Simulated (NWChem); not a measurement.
Species: SnICl₃; SMILES [Cl][Sn]([Cl])([Cl])[I]

```xyz
5

Cl     2.0786     0.6320    -1.4669
Sn     0.0000     0.0000    -0.6376
Cl    -0.4920    -2.1161    -1.4669
Cl    -1.5866     1.4841    -1.4669
I      0.0000     0.0000     2.0151
```
Atoms are numbered in this order, from 1.

Level: PBE0/def2-SVP with def2 effective core potentials on Sn, I (NWChem), optimised geometry, unscaled harmonic frequencies. def2 effective core potentials on Sn, I; no spin-orbit coupling.

**Question.** List the harmonic frequencies with IR intensities, and the thermochemistry.

**Answer.** 
| frequency (cm⁻¹) | IR intensity (km/mol) |
|---|---|
| 76 | 0.6 |
| 76 | 0.6 |
| 114 | 6.0 |
| 114 | 6.0 |
| 115 | 10.0 |
| 217 | 23.3 |
| 374 | 38.6 |
| 402 | 56.5 |
| 402 | 56.5 |

The zero-point energy is 2.7 kcal/mol. The thermal correction to the enthalpy at 298.15 K (with zero-point energy) is 8.3 kcal/mol, the heat capacity Cv is 22.0 cal/(mol K) and the entropy at 298.15 K and 1 atm (symmetry number 3) is 95.3 cal/(mol K).

Rigid rotor and harmonic oscillator; modes under 100 cm⁻¹ make the entropy uncertain.
